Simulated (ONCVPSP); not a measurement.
**What one change does to a pseudopotential (K (Z = 19), ONCV)**

potassium (K), optimised norm-conserving Vanderbilt (ONCV), made with ONCVPSP 4.0.1 (PBE, scalar-relativistic). Core [Ar], reference 4s1. Waves: 4s: rc 3.25 bohr, ncon 4, nbas 7, qcut 2.5 1/bohr, local; p scattering state at 0.38 Ha: rc 3.40 bohr, ncon 3, nbas 6, qcut 2 1/bohr, 2 projectors, debl 3.2 Ha; d scattering state at 0.16 Ha: rc 3.25 bohr, ncon 4, nbas 7, qcut 3 1/bohr, 3 projectors, debl 0.7 Ha. Local part: the s channel. Core correction: Teter function, fcfact 5, rcfact 1.8.

Change: s: nproj 1; local potential polynomial inside 2.10 bohr (lpopt 5, dvloc0 0 Ha).

Cutoffs: the cutoffs (Ha) at which the residual kinetic energy of the hardest occupied pseudo-wave falls to 1 and 0.1 mHa per electron; they do not see the model core or the augmentation charge, which bear on the density cutoff. Errors are all-electron minus pseudo energies relative to the spin-unpolarised reference configuration.

Task: Predict the effect on cutoff, ghosts and configuration errors.

Result: The potential gets neither clearly harder nor softer (1.4 Ha and 2.1 Ha → 1.4 Ha and 2.1 Ha); the bound ghosts move from p to s; the lowest positive-energy flag moves from p at 97.0 eV to d at 52.1 eV; the range in which the d phases agree narrows (upper end at the end of the scan → 1.8). In the separable form a ghost depends on how the local part lies against the semilocal potential of the channel, so the choice of the local part can create or remove one.

```csv
quantity,base,changed
"cutoff, loose",1.4 Ha,1.4 Ha
"cutoff, tight",2.1 Ha,2.1 Ha
bound ghosts,p,s
GHOST(+) flags under 300 eV,p at 97.0 eV,"d at 52.1 eV, p at 101.7 eV, p at 198.7 eV"
tests with a reliable result,1 of 2,1 of 2
"error for 4s0.5, meV [ΔE 1.64 eV]",-32,-32
s: phases at 3.29 bohr within 0.05 rad from the reference energy up to (Ha; the scan ends near 5),0.9,1.0
p: phases at 3.45 bohr within 0.05 rad from the reference energy up to (Ha; the scan ends near 5),0.7,1.1
d: phases at 3.29 bohr within 0.05 rad from the reference energy up to (Ha; the scan ends near 5),to the end of the scan,1.8
"rms error of d²Exc/dni dnj with the model core, mHa",9.01,9.01
```

Base: The cutoffs count occupied waves only; projector 2 of the p channel, the hardest unoccupied one, needs 36 Ha at the loose tolerance. Changed file: The cutoffs count occupied waves only; projector 2 of the p channel, the hardest unoccupied one, needs 36 Ha at the loose tolerance. A true bound ghost makes a file unfit for plane-wave use even where its test errors are small: the radial tests pick states by their node count and pass the ghost by.
